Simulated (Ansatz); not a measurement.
The cluster B7N7, relaxed as a singlet with RKS PBE-D4/def2-SVP in Ansatz, starting from the GFN1-xTB geometry. Force threshold 0.03 eV/Å.

Another isomer (singlet) lies 6.82 eV lower at PBE0-D4/def2-TZVP; other spin states weren't run for this one.

Start:

Cartesian coordinates in Å:
```
B 0.9344 2.6642 -1.2459
B -0.7823 -1.5977 1.9883
B -0.2776 0.7124 2.6197
B 0.4747 2.5793 1.2245
B 0.2651 -0.7990 -2.6587
B 0.8709 1.6489 -2.4111
B -0.4784 -2.4374 -0.9778
N -0.6364 -0.5133 2.7915
N 0.6482 0.4823 -2.8890
N 0.1142 1.9646 2.2973
N -0.1235 -1.9287 -2.1937
N 0.8066 3.0049 -0.0125
N -0.9801 -2.7206 1.3858
N -0.8358 -3.0598 0.0817
```

Estimate the energy that the relaxation releases and the steps that it takes.

41.0 kJ/mol, in 12 steps; 20 s on 4 threads of Intel Xeon Platinum 8488C on a shared host. No frequencies were taken in this run, so the end may be a saddle point.

Does the start keep its bonding and symmetry?

By distances, no bond broke or formed. The bond that changes most is N13–N14, from 1.36 to 1.28 Å (atoms count from 1). Point group Cs at the start, Cs at the end, both within 0.05 Å.

Predict the relaxed structure.


```xyz
14

B     0.860    2.441   -1.148
B    -0.784   -1.470    2.180
B    -0.303    0.777    2.858
B     0.432    2.505    1.338
B     0.276   -0.918   -2.918
B     0.829    1.473   -2.428
B    -0.447   -2.487   -1.230
N    -0.676   -0.460    3.085
N     0.654    0.376   -3.087
N     0.093    2.020    2.505
N    -0.112   -2.086   -2.499
N     0.752    2.856    0.075
N    -0.862   -2.378    1.256
N    -0.712   -2.648    0.012
```
Bond lengths: 12 × B–N 1.28 to 1.37 Å; 1 × N–N 1.28 Å; 1 × B–B 1.61 Å.
